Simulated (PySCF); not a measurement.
# A survey of 29Si NMR shifts

Method: GIAO PBE0/pcSseg-1 shieldings, structure optimised with GFN2-xTB, in PySCF 2.14.0 with density-fitted response routines (rapidly exchanging positions averaged, non-relativistic, no solvent, a single conformation).

Shieldings were converted by a linear fit to measured shifts: 29Si: δ = 279.94 − 0.822σ (rms 8.9 ppm, 72 shifts, 25.8 ppm with the 6 outliers that the fit left out vs TMS, solution or neat liquid). A few per cent of atoms miss by over 2 rms, more outside the fitted compound classes.

Problem. Give the 29Si shifts of `CS[Si@@H](F)CC[SiH3]`, `C=C(C)[SiH3]`, `[SiH3]S[SiH2]P`, `[SiH3]S[SiH2]P`, `C[SiH]1CC1`.

Solution. 
```
                                          compound                                     environment  δ (ppm)
[CH3:1][S:2][Si@@H:3]([F:4])[CH2:5][CH2:6][SiH3:7]               Si3: silicon bonded to C, F, S, H     18.2
[CH3:1][S:2][Si@@H:3]([F:4])[CH2:5][CH2:6][SiH3:7]                   Si7: silicon bonded to C, 3 H    -63.2
                                      C=C(C)[SiH3]                        silicon bonded to C, 3 H    -63.8
                      [SiH3:1][S:2][SiH2:3][PH2:4]                Si3: silicon bonded to P, S, 2 H    -30.8
                      [SiH3:1][S:2][SiH2:3][PH2:4]                   Si1: silicon bonded to S, 3 H    -56.8
                      [SiH3:1][S:2][SiH2:3][PH2:4]                Si3: silicon bonded to P, S, 2 H    -30.8
                      [SiH3:1][S:2][SiH2:3][PH2:4]                   Si1: silicon bonded to S, 3 H    -56.8
                                        C[SiH]1CC1  silicon bonded to 3 C, H, in a 3-membered ring   -109.7
```

Problem. Match the shifts -29.1, -40.5, -50.3, -63.8, -109.7, -126.6 ppm to `N#CC1([SiH3])CC1`, `C=C(C)[SiH3]`, `C#C[Si@@H](C)N=C`, `C[C@H]1C[SiH2]1`, `O[SiH2]c1cccc(F)c1`, `C[SiH]1CC1`.

Solution. -29.1: O[SiH2]c1cccc(F)c1 (silicon bonded to C, O, 2 H); -40.5: C#C[Si@@H](C)N=C (silicon bonded to 2 C, N, H); -50.3: N#CC1([SiH3])CC1 (silicon bonded to C, 3 H); -63.8: C=C(C)[SiH3] (silicon bonded to C, 3 H); -109.7: C[SiH]1CC1 (silicon bonded to 3 C, H, in a 3-membered ring); -126.6: C[C@H]1C[SiH2]1 (silicon bonded to 2 C, 2 H, in a 3-membered ring).
